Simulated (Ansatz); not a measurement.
Ideal-gas functions of C₂H₄BClO, SMILES `ClBC1CO1` at 500 K and 1 bar, from an Ansatz frequency run at PBE0-D4/def2-TZVP.

Molar mass 90.32 g/mol, point group C1 (symmetry number 1), electronic degeneracy 1, moments of inertia 50.069, 205.394, 223.045 u Å². Harmonic wavenumbers (cm⁻¹, unscaled): 114, 170, 259, 534, 746, 814, 867, 896, 940, 987, 1084, 1158, 1169, 1210, 1279, 1399, 1517, 2655, 3101, 3128, 3195.

Use S(trans) = R[1.5 ln M + 2.5 ln T − 1.1517]; rotational temperatures θ = 24.2544 K / I; S(rot) = R[ln(√π/σ · √(T³/θAθBθC)) + 1.5]; for each mode x = 1.438777 ν̃/T, S = R[x/(eˣ − 1) − ln(1 − e⁻ˣ)] and H = RT x/(eˣ − 1); 1 cm⁻¹ = 0.0119627 kJ/mol; R = 8.31446 J/(mol·K).

Task: By hand: the entropy, in J/(mol·K).

Result: Translation 175.8. Rotation: θ = 0.4844, 0.1181, 0.1087 K, giving 115.9. Vibration, mode by mode: 17.62, 14.34, 10.95, 5.52, 3.40, 2.91, 2.58, 2.42, 2.19, 1.97, 1.57, 1.33, 1.30, 1.18, 1.00, 0.76, 0.57, 0.03, 0.01, 0.01, 0.01, in all 71.7. Electronic 0.0. Sum 363.4 J/(mol·K).

Task: By hand: H − E and G − E in kJ/mol, counted from the electronic energy.

Result: Zero-point energy ½ × 27222 × 0.0119627 = 162.8; thermal vibration 19.9; translation, rotation and pV give 4 RT = 16.6. H − E = 199.3 kJ/mol, and G − E = 199.3 − 500 × 363.4/1000 = 17.6 kJ/mol.

Vibration gives 20 % of the entropy, 17.6 J/(mol·K) of it from the mode under 150 cm⁻¹: soft modes count most, and the harmonic formula is weakest for them. The sum counts one conformer and one mirror image; others add a mixing term.
